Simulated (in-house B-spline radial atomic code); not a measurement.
Successive ionisation energies of neodymium; each step leads to the configuration of the next row (after the last: bare). Dirac energy differences include first-order Breit, QED and recoil terms. NIST's values go from ground level to ground level; the uncertainty of those that are theory runs from under 0.1 % in few-electron ions to several per cent in heavy many-electron ones. Computed with a radial B-spline atomic code at the basis-set limit: Dirac-Hartree-Fock, average of the configuration, finite nuclei.

```tsv
ion	configuration	ionisation energy (eV)	tabulated value (eV)	tabulated kind	computed minus tabulated (eV)	highest orbital	largest mean radius (bohr)
Nd55+	[He] 2s2 2p1	11311.4	11694	tabulated theory	-383	2p3/2	0.095884
Nd56+	[He] 2s2	?	?	tabulated theory	?	?	?
Nd57+	[He] 2s1	?	?	tabulated theory	?	?	?
Nd58+	1s2	50336.3	50339.59	tabulated theory	-3	1s1/2	0.023482
Nd59+	1s1	51515.6	51515.78	tabulated theory	0	1s1/2	0.023321
```

Question: Fill in the row of Nd56+.

Answer: ionisation energy (eV): 12081.4; tabulated value (eV): 12082; computed minus tabulated (eV): -1; highest orbital: 2s1/2; largest mean radius (bohr): 0.095379.

Question: Fill in the row of Nd57+.

Answer: ionisation energy (eV): 12341.3; tabulated value (eV): 12341.66; computed minus tabulated (eV): 0; highest orbital: 2s1/2; largest mean radius (bohr): 0.094895.

Question: Where is the largest jump?

Answer: From Nd57+ to Nd58+, by a factor of 4.08 (12341 to 50336 eV); the highest orbital goes from 2s1/2 to 1s1/2.

Where a p, d or f electron is removed, the computed value is a mean over both j, so it misses the tabulated one by a part of the spin-orbit splitting; averaging over terms and missing correlation add to the gap, relatively most at low charge.
